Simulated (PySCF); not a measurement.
Simulated Si 2p region for CH3F6NSi2 ((F3Si)2NMe), binding energy against the vacuum level.

Every computed line was given a Gaussian of 0.6 eV full width at half maximum and an area set by the number of equivalent atoms (split 2:1 within a doublet); the highest printed point is 100. Theory: PySCF 2.14.0, delta-SCF UKS SCAN, pcX-2 on the ionised atom, pcseg-1 elsewhere, spin-free X2C.

(binding energy (eV), intensity): (109.9, 0), (110.0, 1), (110.1, 4), (110.2, 10), (110.3, 21), (110.4, 38), (110.5, 61), (110.6, 83), (110.7, 98), (110.8, 100), (110.9, 91), (111.0, 77), (111.1, 65), (111.2, 59), (111.3, 56), (111.4, 53), (111.5, 45), (111.6, 34), (111.7, 22), (111.8, 12), (111.9, 6), (112.0, 2), (112.1, 1), (112.2, 0)

Count the maxima, the lines and the sites behind this envelope.

The curve has 1 maximum (at 110.8 eV). Under it lie 2 lines from 1 inequivalent silicon site, drawn as a 2p3/2, 2p1/2 pair. At this width some lines have no maximum of their own.

Decompose the envelope and assign each component. Bonds: Si1–F2, Si1–F3, Si1–F4, Si1–N5, N5–C6, N5–Si7, Si7–F8, Si7–F9, Si7–F10. Hydrogens: H11, H12, H13 on C6.

| position (eV) | relative area | line | atoms | environment |
| --- | --- | --- | --- | --- |
| 110.75 | 1.33 | Si 2p3/2 | Si1/Si7 | silicon bonded to 3 F and N |
| 111.38 | 0.67 | Si 2p1/2 | Si1/Si7 | silicon bonded to 3 F and N |

Shake-up satellites, vibrational structure and lifetime widths aren't simulated. Topologically equivalent atoms share the value of their first member; where this conformer doesn't relate them by symmetry, their own values could differ. 2p3/2 and 2p1/2 are the ΔSCF energy of one spin-free 2p hole plus the eigenvalues of a spin–orbit and ligand-field matrix of the shell. 2p1/2 minus 2p3/2 (ligand field included): Si 0.63 eV. Geometry: PBE0-D3(BJ)/def2-SVP; no solvent, vibrations or thermal averaging.
